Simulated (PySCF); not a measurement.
In(Br)2(NH2) (Br₂H₂InN), SMILES [NH2][In]([Br])[Br].

The structure is a stationary point at PBE0-D3(BJ)/def2-SVP. The structure was generated by enumeration; whether it is a known compound was not checked. The def2 effective core potentials stand for the cores of In; spin–orbit coupling is left out. The values are those of a single conformer.

The numbers are results of PySCF with PBE/def2-TZVP, not measurements.

Isolated molecule, no solvent.

```
Quantity                                                                                                         Value
---------------------------------------------------------------------------------------------  -----------------------
total energy                                                                                       -5393.71233 hartree
point group                                                                                                         Cs
highest occupied level                                                                                        -6.61 eV
lowest empty level                                                                                            -3.14 eV
orbital gap                                                                                                    3.47 eV
dipole moment                                                                                                   2.69 D
quadrupole, principal values (traceless, Buckingham form, about the centre of nuclear charge)   -5.95, -2.26, 8.21 D·Å
mean static polarisability                                                                       88.5 bohr³ (13.11 Å³)
polarisability, principal values                                                               59.8, 94.9, 110.8 bohr³
```
